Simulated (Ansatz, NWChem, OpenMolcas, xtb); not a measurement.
## C3H10Si (trimethylsilane): methods side by side

C3H10Si: 14 atoms, total charge 0, spin state singlet. SMILES: `C[SiH](C)C`. The shape is that of a PBE0-D4/def2-TZVP optimisation.

```xyz
14

C    -0.9568    1.0826   -1.0384
Si   -0.3388   -0.0146    0.3489
C     1.2394    0.6841    1.0778
C    -0.0513   -1.7567   -0.2776
H    -1.8881    0.6972   -1.4609
H    -1.1459    2.0987   -0.6831
H    -0.2216    1.1413   -1.8459
H    -1.3795   -0.0593    1.4204
H     2.0290    0.7335    0.3228
H     1.6018    0.0635    1.9012
H     1.0818    1.6941    1.4643
H    -0.9688   -2.1840   -0.6898
H     0.7069   -1.7673   -1.0657
H     0.2919   -2.4131    0.5260
```

Each level gives the energy change with the C1–Si2 bond stretched from 1.874 to 2.155 Å (eV). The values are calculated.

```csv
level,kind,program,value (eV),less CCSD(T)/cc-pVDZ,CPU time (all runs)
GFN-FF,force field,xtb,0.52,+0.12,under 2 s
SVWN5/cc-pVDZ (restricted),LDA,Ansatz,0.46,+0.06,16 s
BLYP/cc-pVDZ (restricted),GGA,OpenMolcas,0.32,-0.08,2.9 min
r2SCAN/cc-pVDZ (restricted),meta-GGA,OpenMolcas,0.43,+0.03,4.2 min
BHLYP/cc-pVDZ (restricted),global hybrid,Ansatz,0.47,+0.07,30 s
wB97X/cc-pVDZ (restricted),range-separated hybrid,NWChem,0.46,+0.06,5.6 min
B2PLYP/cc-pVDZ (restricted),double hybrid,OpenMolcas,0.42,+0.02,2.1 min
RPA@PBE0/cc-pVDZ (restricted),RPA,Ansatz,0.39,-0.01,45 s
CCSD(T)/cc-pVDZ (Cholesky decomposition) (restricted),coupled cluster or CI,OpenMolcas,0.40,0.00,25 min
```

Differences are taken from CCSD(T)/cc-pVDZ (Cholesky decomposition) (restricted) for orientation; it has basis-set and higher-order errors of its own. The first shape isn't each level's own minimum. The values span 0.32 to 0.52 eV. CPU times are rough (shared hosts, several kinds of processor and program).
